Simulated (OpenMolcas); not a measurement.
**Au3+: moving or changing the point charges**

Au3+ among 4 point charges of -2.5 e arranged as a tetrahedron (Td), 1.93 Å from the ion.

| Quantity | Value |
| --- | --- |
| Program | OpenMolcas 26.06 |
| Method | SS-CASPT2, IPEA 0.25 Eh, imaginary shift 0.1 Eh (closed shells correlated: 4f 5s 5p) |
| Basis | ANO-RCC-VDZP [7s6p4d2f] |
| Scalar Hamiltonian | DKH2, point nucleus |
| Active space | 8 electrons in 5 orbitals (5d) |
| State averaging | 2S+1 = 3 even, 10 roots; 2S+1 = 1 even, 15 roots |
| Spin-orbit coupling | RASSI with atomic mean-field integrals over the reference wave functions |

Runs around this geometry, states (labels of Td). Energies in cm-1 above the lowest state or level, χT in cm3 K/mol; under a threefold ground state the first gap can be a small split of the lowest multiplet, not the spin-orbit step.

```json
{"R (Å)": "1.93", "q (e)": "-1.25", "Ground state": "3T1", "First state of that spin": "3T2 2240", "First gap with spin-orbit (degeneracies)": "720 (1, 3)", "χT at 300 K": "2.108", "First state of another spin": "1T2 10750"}
{"R (Å)": "1.76", "q (e)": "-2.5", "Ground state": "3T1", "First state of that spin": "3T2 4300", "First gap with spin-orbit (degeneracies)": "1090 (1, 3)", "χT at 300 K": "1.435", "First state of another spin": "1T2 10960"}
{"R (Å)": "1.93", "q (e)": "-2.5", "Ground state": "3T1", "First state of that spin": "3T2 3590", "First gap with spin-orbit (degeneracies)": "1030 (1, 3)", "χT at 300 K": "1.545", "First state of another spin": "1T2 11000"}
{"R (Å)": "2.08", "q (e)": "-2.5", "Ground state": "3T1", "First state of that spin": "3T2 2620", "First gap with spin-orbit (degeneracies)": "810 (1, 3)", "χT at 300 K": "1.913", "First state of another spin": "1T2 10670"}
```

Taking the first state of the same spin as R^-n, n = -ln(2620 / 4300) / ln(2.08 / 1.76) = 3.0 between the shortest and longest distance.

Scaling the charges by -1.25 / -2.5 = 0.50 scales the first state of the same spin by 2240 / 3590 = 0.62; with fixed orbitals a first-order splitting would follow the charge.

Roots that are degenerate in the reference are averaged as groups; the widest CASPT2 spread within a group is 400 cm-1 (the 3-fold group of multiplicity 1 near 20500 cm-1 above the lowest state of its run, R = 1.76, q = -2.5). Shifts and gaps below about the spread of the groups concerned are not significant. An orbital triplet at a regular site is open to Jahn-Teller coupling, which can distort the site and quench the lowest spin-orbit gaps and is left out. Real 4d8 and 5d8 ions are as a rule square planar and diamagnetic. Free-ion shares, where given, are those of the reference states; single-state CASPT2 does not remix them. This is an electrostatic model: the charges have no orbitals. No measured value stands beside these numbers.
